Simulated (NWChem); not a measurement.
Molecule: CH₃ClGeO₂; SMILES [Cl][GeH]1[O]C[O]1

```xyz
8

Cl    -0.4580    -1.9782     0.0000
Ge     0.5008    -0.0381     0.0000
O     -0.2301     1.1779    -1.1353
C     -0.7326     1.9004     0.0000
O     -0.2301     1.1779     1.1353
H      2.0283    -0.2578     0.0000
H     -0.3415     2.9449     0.0000
H     -1.8483     1.9134     0.0000
```
Atoms are numbered in this order, from 1.

Results from NWChem. Medium grid unless said otherwise, to which SCAN and Minnesota functionals are sensitive. The geometry was optimised at PBE-D3(BJ)/def2-SVP. Total energies of different functionals are on different scales.

| level | energy (Ha) | highest occupied level (eV) | orbital gap (eV) | dipole (D) |
|---|---|---|---|---|
| B3LYP/def2-SVP | -2727.1057 | -7.72 | 6.77 | 1.37 |
| PBE/def2-SVP | -2726.3446 | -6.41 | 4.77 | 1.30 |
| N12/def2-SVP | -2728.0866 | -6.38 | 4.78 | 1.36 |
| BLYP/def2-SVP | -2727.0574 | -6.27 | 4.71 | 1.24 |
| BP86/def2-SVP | -2727.3647 | -6.53 | 4.75 | 1.30 |
| r2SCAN0/def2-SVP | -2726.8684 | ___ | ___ | ___ |
| OLYP/def2-SVP | -2727.6004 | -6.33 | 4.87 | 1.34 |

Question: Fill in the missing entries.

Answer: 
- r2SCAN0/def2-SVP, highest occupied level (eV): -8.28
- r2SCAN0/def2-SVP, orbital gap (eV): 7.74
- r2SCAN0/def2-SVP, dipole (D): 1.49
